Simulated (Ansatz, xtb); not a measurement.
## Relative energy of two structures of BFGeH4P

Structure a is a doublet given by its coordinates and structure b is `B[PH][GeH][F]`, a doublet. Both are isolated molecules in the gas phase, relaxed with r2SCAN-D4/def2-SVP; the shapes shown needn't be the lowest conformers.

a (Å):

```csv
atom,x (Å),y (Å),z (Å)
B,-0.8614,-0.9201,1.2967
F,0.7038,-0.6831,1.6614
Ge,1.0880,-0.0021,-0.1200
P,-1.1585,0.3401,-0.2788
H,-1.5138,-0.5749,2.2551
H,-0.9296,-2.0728,0.9343
H,-1.1007,1.5674,0.4553
H,1.5797,-1.3521,-0.7281
```

Close contacts (Å): B1–F2 1.62, B1–Ge3 2.58, B1–P4 2.04, F2–Ge3 1.95, Ge3–P4 2.28, B1–H5 1.21, B1–H6 1.21, Ge3–H8 1.56, P4–H7 1.43.

b (Å):

```xyz
8

B    -0.2103    0.0674   -0.8879
F    -1.7042    0.5003    2.3224
Ge   -0.2938   -0.5287    2.4762
P    -0.0099   -1.3275    0.3222
H    -0.7459   -1.6625    3.4514
H    -1.1192    0.8385   -0.7212
H     0.4784    0.0949   -1.8758
H     1.3444   -1.7549    0.2724
```

Which of the two would you expect CCSD(T)/def2-SVP + ΔMP2/def2-TZVPP electronic energies to favour?

Too close to call at this level: CCSD(T)/def2-SVP + ΔMP2/def2-TZVPP gives E(b) − E(a) = −0.023 eV.

Level by level:

```
                             level            geometry  E(b) − E(a) (eV)  departure from the last row (eV)  job, with rough time for the two
                r2SCAN-D4/def2-SVP  r2SCAN-D4/def2-SVP              +0.061                            +0.083               optimisation, 4 min
                       HF/def2-SVP  r2SCAN-D4/def2-SVP              −0.358                            −0.335           part of the CCSD(T) run
                      MP2/def2-SVP  r2SCAN-D4/def2-SVP              +0.025                            +0.048           part of the CCSD(T) run
                  CCSD(T)/def2-SVP  r2SCAN-D4/def2-SVP              +0.031                            +0.054                      single point
CCSD(T)/def2-SVP + ΔMP2/def2-TZVPP  r2SCAN-D4/def2-SVP              −0.023                                                  single point, 66 s
```

The largest departure from CCSD(T)/def2-SVP + ΔMP2/def2-TZVPP is that of HF/def2-SVP, 0.335 eV. Levels run at GFN2-xTB geometries aren't shown. The last row adds to CCSD(T) the change of the MP2 difference between the two basis sets, here −0.054 eV.

With harmonic frequencies from r2SCAN-D4/def2-SVP (ideal gas, rigid rotor, one conformer each, 298.15 K, 1 atm): the zero-point term adds −0.036 eV; ΔH is −0.037 and ΔG −0.107 eV.

Open shells are spin-unrestricted. The correlated steps freeze 16 core orbitals; the filled d shell of Ge is correlated, in a basis made for valence electrons. Codes used: Ansatz 0.2.0; the last row on 2 threads of Intel(R) Xeon(R) Platinum 8259CL CPU @ 2.50GHz (Skylake/Cascade Lake) on a shared host.
